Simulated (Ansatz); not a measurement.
`[SiH3]BCl` + HBr → `ClBBr` + SiH₄ at 400 K and 1 bar (cleavage of the B–Si bond).

Calculated with Ansatz (gas phase, PBE0-D4/def2-TZVP geometries, no zero-point term in ΔE). CCSD(T)/CBS is the MP2 limit (def2-TZVPP, def2-QZVPP) plus CCSD(T) − MP2 in def2-TZVPP, frozen cores. This one scheme is used for every species. For Br outer-core shells are correlated without core-valence functions, which leaves a few kJ/mol of doubt a bond. Scalar relativity is left out up to krypton.

```tsv
species	CCSD(T)/CBS energy (Eh)	H − E (kJ/mol)	S (J/(mol·K))
`[SiH3]BCl`	-776.06195	123.7	335.4
HBr	-2573.91920	27.6	207.2
`ClBBr`	-3058.55678	55.3	301.3
SiH₄	-291.46306	96.9	218.6
```

H − E and S are ideal-gas, rigid-rotor, harmonic terms from PBE0-D4/def2-TZVP. 1 Eh = 2625.50 kJ/mol, R = 8.31446 J/(mol·K).

By hand: ΔE, ΔH, ΔS and ΔG.

ΔE = (-3058.55678) + (-291.46306) − (-776.06195) − (-2573.91920) = -0.03869 Eh = -101.6 kJ/mol. Δ(H − E) = 55.3 + 96.9 − 123.7 − 27.6 = 0.9, so ΔH = -100.7 kJ/mol. ΔS = 301.3 + 218.6 − 335.4 − 207.2 = -22.7 J/(mol·K). ΔG = -100.7 − 400 × (-22.7)/1000 = -91.6 kJ/mol.

By hand: the equilibrium constant, and the temperature at which ΔG would vanish if ΔH and ΔS stayed fixed.

log₁₀ K = −ΔG/(RT ln 10) = 12.0. ΔG = 0 at ΔH/ΔS = 4436 K, far beyond where these terms or the molecules hold.

ΔH outweighs TΔS. A doubt of 5 kJ/mol in ΔE shifts log₁₀ K by 0.7 here. Modes under 60 cm⁻¹, often nearly free rotors, make the harmonic entropy too high. These are equilibria of isolated gas molecules and say nothing of rates. Largest T1 diagnostic: 0.014 (customary marks: 0.02 for closed shells, 0.045 for open ones).
